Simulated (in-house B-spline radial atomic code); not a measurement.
Computed with a B-spline radial atomic code. Model: two electrons, singlet ground state, non-relativistic, full CI in B-splines with partial waves to l = 8 (at full coupling up to 3e-4 hartree above the limit, correlation up to 0.6 % small), density held at that of full coupling by Lieb maximisation.

W(λ) is the mean repulsion in the state of coupling λ less the Hartree energy of the fixed density. Its start is exact exchange, its initial slope is twice the second-order Görling-Levy correlation energy, and its area from 0 to 1 is E_xc. A straight curve means weak, dynamic correlation, and a curve that drops fast and flattens means strong correlation.

Command:
```bash
python run_ac.py task.json out
```
Settings (lengths in bohr, energies in hartree):
```
potential              yukawa
strength               1.82
lmax                   8
second                 0.517
```

Run time, properties included: 69 s on 1 thread of Intel(R) Xeon(R) Processor @ 2.30GHz, on a shared host.

**W = mean repulsion less Hartree energy, and W of three functionals.**

Given: confinement screened point charge; nuclear charge 1.82; screening of the nucleus 0.517 1/bohr; external potential -Z exp(-k r)/r.

Computed: LDA exchange minus exact 102.05 millihartree; PBE exchange minus exact -5.0159 millihartree.

```json
{"coupling": "0", "W xc (hartree)": "-0.79411", "W xc minus exchange (millihartree)": "0", "kinetic minus Kohn-Sham (millihartree)": "0", "LDA (PW92) W minus its exchange (millihartree)": "0", "PBE W minus its exchange (millihartree)": "0", "SCAN W minus its exchange (millihartree)": "0"}
{"coupling": "0.02", "W xc (hartree)": "-0.79624", "W xc minus exchange (millihartree)": "-2.129", "kinetic minus Kohn-Sham (millihartree)": "0.02", "LDA (PW92) W minus its exchange (millihartree)": "-11.17", "PBE W minus its exchange (millihartree)": "-1.57", "SCAN W minus its exchange (millihartree)": "-1.79"}
{"coupling": "0.05", "W xc (hartree)": "-0.79938", "W xc minus exchange (millihartree)": "-5.272", "kinetic minus Kohn-Sham (millihartree)": "0.13", "LDA (PW92) W minus its exchange (millihartree)": "-22.59", "PBE W minus its exchange (millihartree)": "-3.97", "SCAN W minus its exchange (millihartree)": "-4.38"}
{"coupling": "0.12", "W xc (hartree)": "-0.80648", "W xc minus exchange (millihartree)": "-12.375", "kinetic minus Kohn-Sham (millihartree)": "0.73", "LDA (PW92) W minus its exchange (millihartree)": "-42.62", "PBE W minus its exchange (millihartree)": "-9.6", "SCAN W minus its exchange (millihartree)": "-10.17"}
{"coupling": "0.25", "W xc (hartree)": "-0.81888", "W xc minus exchange (millihartree)": "-24.772", "kinetic minus Kohn-Sham (millihartree)": "3.02", "LDA (PW92) W minus its exchange (millihartree)": "-70.01", "PBE W minus its exchange (millihartree)": "-19.87", "SCAN W minus its exchange (millihartree)": "-20.15"}
{"coupling": "0.4", "W xc (hartree)": "?", "W xc minus exchange (millihartree)": "?", "kinetic minus Kohn-Sham (millihartree)": "?", "LDA (PW92) W minus its exchange (millihartree)": "?", "PBE W minus its exchange (millihartree)": "?", "SCAN W minus its exchange (millihartree)": "?"}
{"coupling": "0.6", "W xc (hartree)": "-0.84787", "W xc minus exchange (millihartree)": "-53.759", "kinetic minus Kohn-Sham (millihartree)": "15.16", "LDA (PW92) W minus its exchange (millihartree)": "-120.09", "PBE W minus its exchange (millihartree)": "-45.28", "SCAN W minus its exchange (millihartree)": "-43.37"}
{"coupling": "0.8", "W xc (hartree)": "-0.86205", "W xc minus exchange (millihartree)": "-67.94", "kinetic minus Kohn-Sham (millihartree)": "25.07", "LDA (PW92) W minus its exchange (millihartree)": "-141.28", "PBE W minus its exchange (millihartree)": "-58.24", "SCAN W minus its exchange (millihartree)": "-54.83"}
{"coupling": "1", "W xc (hartree)": "-0.87481", "W xc minus exchange (millihartree)": "-80.698", "kinetic minus Kohn-Sham (millihartree)": "36.53", "LDA (PW92) W minus its exchange (millihartree)": "-159.35", "PBE W minus its exchange (millihartree)": "-70.19", "SCAN W minus its exchange (millihartree)": "-65.27"}
{"coupling": "1.4", "W xc (hartree)": "-0.8968", "W xc minus exchange (millihartree)": "-102.7", "kinetic minus Kohn-Sham (millihartree)": "62.78", "LDA (PW92) W minus its exchange (millihartree)": "-189.1", "PBE W minus its exchange (millihartree)": "-91.43", "SCAN W minus its exchange (millihartree)": "-83.66"}
{"coupling": "2", "W xc (hartree)": "?", "W xc minus exchange (millihartree)": "?", "kinetic minus Kohn-Sham (millihartree)": "?", "LDA (PW92) W minus its exchange (millihartree)": "?", "PBE W minus its exchange (millihartree)": "?", "SCAN W minus its exchange (millihartree)": "?"}
{"coupling": "3", "W xc (hartree)": "-0.95496", "W xc minus exchange (millihartree)": "-160.85", "kinetic minus Kohn-Sham (millihartree)": "185.8", "LDA (PW92) W minus its exchange (millihartree)": "-265.09", "PBE W minus its exchange (millihartree)": "-152.52", "SCAN W minus its exchange (millihartree)": "-135.82"}
{"coupling": "4.5", "W xc (hartree)": "-0.98659", "W xc minus exchange (millihartree)": "-192.48", "kinetic minus Kohn-Sham (millihartree)": "302.63", "LDA (PW92) W minus its exchange (millihartree)": "-307.81", "PBE W minus its exchange (millihartree)": "-189.9", "SCAN W minus its exchange (millihartree)": "-167.07"}
```

Problem. What belongs in the row 0.4?

Solution. W xc (hartree): -0.83203; W xc minus exchange (millihartree): -37.917; kinetic minus Kohn-Sham (millihartree): 7.27; LDA (PW92) W minus its exchange (millihartree): -94.28; PBE W minus its exchange (millihartree): -31.19; SCAN W minus its exchange (millihartree): -30.67.

Problem. What belongs in the row 2?

Solution. W xc (hartree): -0.92308; W xc minus exchange (millihartree): -128.98; kinetic minus Kohn-Sham (millihartree): 107.11; LDA (PW92) W minus its exchange (millihartree): -223.49; PBE W minus its exchange (millihartree): -118.03; SCAN W minus its exchange (millihartree): -106.49.

Problem. What is the SCAN exchange minus exact?

Solution. -12.44 millihartree.

**Energy parts, natural occupations and partial-wave weights.**

Computed: exchange energy -0.79411 hartree; correlation energy -0.044172 hartree; initial slope twice GL2 -0.10714 hartree; kinetic part over minus potential part 0.45262; Hartree energy 1.5882 hartree; Kohn-Sham kinetic 1.9123 hartree; Lieb Oxford ratio E_xc over LDA exchange 1.2113.

| natural | occupation of the shell (electrons) |
| --- | --- |
| s | 1.9689 |
| s | 0.020396 |
| p | 0.0095576 |
| d | 0.00037608 |
| p | ? |
| s | 0.00029322 |

Problem. What belongs in the row p?

Solution. occupation of the shell (electrons): 0.00033442.

```json
{"wave": "s", "weight": "0.99479"}
{"wave": "p", "weight": "0.0049623"}
{"wave": "d", "weight": "?"}
{"wave": "f", "weight": "2.8369e-05"}
{"wave": "g", "weight": "6.3993e-06"}
```

Problem. What belongs in the row d?

Solution. weight: 0.00021227.

Problem. What is the total energy?

Solution. -0.8751 hartree.

Problem. What is the kinetic part of the DFT correlation energy?

Solution. 0.036525 hartree.

Half-way to full coupling W has made 57 % of its drop, against 50 % for a straight line, and second-order (GL2) theory, half the initial slope, overshoots the correlation energy by about 21 %: a moderate bend, as in light atoms. Over couplings 0 to 1 the errors in E_xc come to about +46 millihartree for LDA, +1.9 millihartree for PBE, -4.0 millihartree for SCAN, so PBE is nearest. In LDA and PBE and SCAN the errors of exchange and correlation have opposite signs, so the sum is smaller than the larger of the two.
